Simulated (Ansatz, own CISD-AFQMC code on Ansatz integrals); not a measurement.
C2H4Si, SMILES `C#C[SiH3]` (charge 0, multiplicity 1).

Cartesian coordinates (Å):
SMILES: C([SiH3])#C
```xyz
7

C      1.9370    -0.3124    -0.0067
C      0.7468    -0.1204    -0.0026
Si    -1.0550     0.1701     0.0037
H      2.9872    -0.4818    -0.0104
H     -1.6325    -0.3607     1.2571
H     -1.3174     1.6224    -0.0871
H     -1.6661    -0.5174    -1.1540
```
Charge 0, spin multiplicity 1.

Frozen-core energies in cc-pVDZ from Ansatz (an electronic-structure program) at a geometry from B3LYP-D3(BJ)/def2-TZVP; the HF reference has <S^2> = 0.00 and the T1 diagnostic is 0.012.

```tsv
level	energy (Ha)
HF	-366.93572
MP2	-367.28875
CCSD	-367.32409
CCSD(T)	-367.33882
```

**Question.** Estimate the energies of CCSDT, phaseless AFQMC, CISD trial (own CISD-AFQMC code on Ansatz integrals; ±0.40 mHa) and CCSDT(Q), and give each level's difference from CCSDT(Q).

**Answer.** 
| level | energy (Ha) | difference from CCSDT(Q) (mHa) |
|---|---|---|
| MP2 | -367.28875 | 52.13 |
| CCSD | -367.32409 | 16.78 |
| CCSD(T) | -367.33882 | 2.05 |
| CCSDT | -367.33957 | 1.30 |
| phaseless AFQMC, CISD trial (own CISD-AFQMC code on Ansatz integrals; ±0.40 mHa) | -367.34064 | 0.23 |
| CCSDT(Q) | -367.34088 | 0.00 |
